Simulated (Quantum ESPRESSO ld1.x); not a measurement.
Species: Eu I. Configuration: [Kr] 4d10 4f7 5s1.75 5p6 6s2 5d0.25 (fractional occupations, a model configuration). Method: scalar-relativistic Kohn-Sham, LDA (Slater exchange, VWN5 correlation), spin-polarised, spherical densities, point nucleus; open shells are filled with parallel spins first; computed with ld1.x of Quantum ESPRESSO 7.5.

Normalised radial functions P(r) = r R(r), r in bohr:

r           6s up  5d down
0.001088   0.0135   0.0000
0.001731   0.0195   0.0000
0.002753   0.0273   0.0000
0.004378   0.0366   0.0001
0.006963   0.0451   0.0003
0.01107    0.0476   0.0010
0.01775    0.0342   0.0036
0.02824   -0.0040   0.0113
0.04491   -0.0573   0.0318
0.07142   -0.0720   0.0740
0.1136     0.0146   0.1268
0.1807     0.1106   0.1179
0.2873    -0.0110  -0.0374
0.4606    -0.1601  -0.2080
0.7326     0.0858  -0.0796
1.165      0.2510   0.2800
1.853     -0.1290   0.5220
2.947     -0.5282   0.5101
4.687     -0.4637   0.3498
7.455     -0.1625   0.1534
11.95     -0.0171   0.0319

6s up: eigenvalue -4.040 eV, 5 radial nodes at r = 0.0272, 0.108, 0.281, 0.654, 1.65 bohr, <r> = 4.09 bohr, 90 % of the charge inside 6.05 bohr. 5d down (empty): eigenvalue -1.512 eV, 2 radial nodes at r = 0.264, 0.820 bohr, <r> = 3.47 bohr, 90 % of the charge inside 5.85 bohr.
